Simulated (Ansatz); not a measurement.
Consider the formal exchange of groups at a B–S bond: `C=C(N)SBO` + CH₃OH → `OBCO` + `C=C(N)S`.

Isolated molecules relaxed with PBE0-D4/def2-TZVP in Ansatz; ΔE leaves out vibrations. CCSD(T)/CBS is the MP2 limit (def2-TZVPP, def2-QZVPP) plus CCSD(T) − MP2 in def2-TZVPP, frozen cores. This one scheme is used for every species. Functionals use def2-TZVPP. One conformer a species, not always the lowest.

`C=C(N)SBO`:

Cartesian coordinates in Å:
```
C -1.045 1.273 1.163
C -0.621 0.247 0.430
N 0.096 -0.847 0.940
S -0.884 0.211 -1.321
B 0.755 -0.246 -1.986
O 1.816 -0.593 -1.243
H -0.946 1.266 2.243
H -1.489 2.141 0.697
H 0.153 -0.841 1.950
H -0.250 -1.736 0.603
H 0.831 -0.221 -3.179
H 1.583 -0.654 -0.297
```

CH₃OH:

Cartesian coordinates in Å:
```
C -0.304 0.040 -0.182
O 0.517 -0.121 0.952
H -1.333 0.091 0.174
H -0.225 -0.805 -0.878
H -0.086 0.966 -0.728
H 1.430 -0.171 0.662
```

`OBCO`:

```xyz
9

O    -1.206   -0.884    0.386
B    -0.411    0.183    0.646
C     0.758    0.451   -0.354
O     0.865   -0.454   -1.433
H    -1.914   -1.019    1.020
H    -0.610    0.880    1.604
H     0.655    1.478   -0.739
H     1.702    0.466    0.214
H     0.159   -1.100   -1.344
```

`C=C(N)S`:

```xyz
9

C     0.793   -0.730    0.514
C    -0.042    0.049   -0.177
N    -1.419   -0.084   -0.212
S     0.480    1.329   -1.282
H     0.405   -1.460    1.216
H     1.862   -0.679    0.375
H    -1.935    0.782   -0.177
H    -1.787   -0.788    0.409
H     1.642    1.580   -0.663
```

CCSD(T)/CBS gives +87.8 kJ/mol.

Problem. Another level gave +94.1 kJ/mol. Which?
A. MP2/def2-TZVPP
B. HF/def2-TZVPP
C. ωB97M-V/def2-TZVPP
D. r2SCAN-D4/def2-TZVPP

Solution. A. MP2/def2-TZVPP 94.1, r2SCAN-D4 88.4, ωB97M-V 83.0, HF/def2-TZVPP 74.1 kJ/mol.

Largest T1 diagnostic among the species: 0.013.

In def2-TZVPP, CCSD(T) changes the Hartree–Fock value by +15.4 kJ/mol (the triples alone add +4.7 kJ/mol) and MP2 by +20.0 kJ/mol. The D4 term adds +6.4 kJ/mol with B3LYP and +3.6 kJ/mol with PBE0; it sums over pairs of atoms, weighted by their polarisabilities, and B3LYP, whose exchange is more repulsive, gets the larger term.

B3LYP here is the variant with VWN-RPA as its local correlation; programs differ in this.
